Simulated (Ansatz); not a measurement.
Ansatz (an electronic-structure program) input:

Ansatz 0.2 input:
```yaml
crystal:
  periodic: [false, false, false]
  atoms:
    - {symbol: Se, position_ang: [0.18675409, -0.10892670, 0.29877259]}
    - {symbol: F, position_ang: [0.34359092, 1.28005317, -0.63785983]}
    - {symbol: F, position_ang: [-0.95744674, -0.92329429, -0.62791672]}
    - {symbol: H, position_ang: [-0.82493681, 0.49267803, 1.23372097]}
basis:
  gaussian:
    orbitals: def2-TZVPD
hamiltonian:
  xc: {name: BLYP}
total_charge: 1
output: {forces: true}
```

What final total energy does it print?

-2601.59219 Eh (BLYP/def2-TZVPD). The basis has 146 functions.

It need not be the lowest isomer of its formula.
